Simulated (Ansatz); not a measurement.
`[OH][GeH]1[BH][O]1` + NH₃ → `[NH2][GeH]1[BH][O]1` + H₂O at 600 K and 1 bar (ligand exchange at a Ge–O bond).

Computed with Ansatz on PBE0-D4/def2-TZVP structures; ΔE is electronic, products minus reactants. CBS: MP2 limit from def2 TZ/QZ plus the TZ coupled-cluster correction, frozen cores. This one scheme is used for every species. For Ge outer-core shells are correlated without core-valence functions, which leaves a few kJ/mol of doubt a bond. Scalar relativity is left out up to krypton. Each species was taken in one conformer, which may not be the lowest.

| species | CCSD(T)/CBS energy (Eh) | H − E (kJ/mol) | S (J/(mol·K)) |
| --- | --- | --- | --- |
| `[OH][GeH]1[BH][O]1` | -2253.09313 | 145.9 | 386.0 |
| NH₃ | -56.50880 | 112.4 | 219.5 |
| `[NH2][GeH]1[BH][O]1` | -2233.21751 | 181.6 | 398.8 |
| H₂O | -76.37941 | 76.8 | 212.8 |

H − E and S are ideal-gas, rigid-rotor, harmonic terms from PBE0-D4/def2-TZVP, for one conformer and one mirror image of each species. 1 Eh = 2625.50 kJ/mol, R = 8.31446 J/(mol·K).

Task: By hand: ΔE, ΔH, ΔS and ΔG.

Result: ΔE = (-2233.21751) + (-76.37941) − (-2253.09313) − (-56.50880) = 0.00501 Eh = 13.2 kJ/mol. Δ(H − E) = 181.6 + 76.8 − 145.9 − 112.4 = 0.1, so ΔH = 13.3 kJ/mol. ΔS = 398.8 + 212.8 − 386.0 − 219.5 = 6.1 J/(mol·K). ΔG = 13.3 − 600 × (6.1)/1000 = 9.6 kJ/mol.

Task: By hand: the equilibrium constant, and the temperature at which ΔG would vanish if ΔH and ΔS stayed fixed.

Result: log₁₀ K = −ΔG/(RT ln 10) = -0.8. ΔG = 0 at ΔH/ΔS = 2180 K, though so small a ΔS makes that figure unsure.

The number of gas molecules stays the same, so ΔS is small and ΔH decides. A doubt of 5 kJ/mol in ΔE shifts log₁₀ K by 0.4 here. Other conformers and mirror images would add mixing entropy, several J/(mol·K) or more a flexible species. These are equilibria of isolated gas molecules and say nothing of rates. Largest T1 diagnostic: 0.016 (customary marks: 0.02 for closed shells, 0.045 for open ones).
